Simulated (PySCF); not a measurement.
B3LYP has the VWN-RPA correlation part, as in Gaussian. 

```xyz
8

C      1.3046     0.0760     0.5878
N      0.4279    -0.4939    -0.1188
C     -0.9162    -0.5050     0.2744
N     -1.7092     0.4798     0.3386
H      2.3338     0.1072     0.2375
H      1.0825     0.5463     1.5512
H     -1.2976    -1.5100     0.4580
H     -1.2317     1.3532     0.1058
```

Charge 0, multiplicity 1.

Problem. Give the Mulliken and meta-Löwdin atomic charges from B3LYP-D3(BJ)/def2-TZVP (PySCF).

Solution. 
```json
[
 {"atom": "C1", "Mulliken (e)": "-0.14", "meta-Löwdin (e)": "-0.06"},
 {"atom": "N2", "Mulliken (e)": "-0.14", "meta-Löwdin (e)": "-0.22"},
 {"atom": "C3", "Mulliken (e)": "0.05", "meta-Löwdin (e)": "0.13"},
 {"atom": "N4", "Mulliken (e)": "-0.32", "meta-Löwdin (e)": "-0.42"},
 {"atom": "H5", "Mulliken (e)": "0.13", "meta-Löwdin (e)": "0.13"},
 {"atom": "H6", "Mulliken (e)": "0.11", "meta-Löwdin (e)": "0.10"},
 {"atom": "H7", "Mulliken (e)": "0.12", "meta-Löwdin (e)": "0.12"},
 {"atom": "H8", "Mulliken (e)": "0.19", "meta-Löwdin (e)": "0.21"}
]
```
